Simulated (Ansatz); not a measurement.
AlGeH$_{4}$N, SMILES `[NH]1[AlH][GeH2]1` from Hartree–Fock to CCSD(T)

Z-matrix (Å, degrees):
```
Ge
Al 1 2.356
N 1 1.914 2 46.9
H 1 1.547 2 126.4 3 87.7
H 1 1.547 2 126.4 3 -87.7
H 2 1.578 1 166.4 3 -180.0
H 3 1.007 1 128.7 2 -180.0
```

Charge 0, multiplicity 1. Correlated methods include outer-core shells of Ge, which these sets cover unevenly. Scalar relativity is left out up to krypton. All single points use the PBE0-D4/def2-TZVP geometry. Frozen core, restricted reference, Ansatz.

```csv
basis,HF (Eh),MP2 corr.
def2-SVP,-2373.65770,-0.46342
def2-TZVPP,-2374.07775,-0.54501
def2-QZVPP,-2374.12946,-0.82938
```

Estimate the CCSD correlation energy and the (T) correction in each basis where they were run (hartree).


| basis | CCSD corr. | (T) |
| --- | --- | --- |
| def2-SVP | -0.48508 | -0.01634 |
| def2-TZVPP | -0.56573 | -0.02378 |
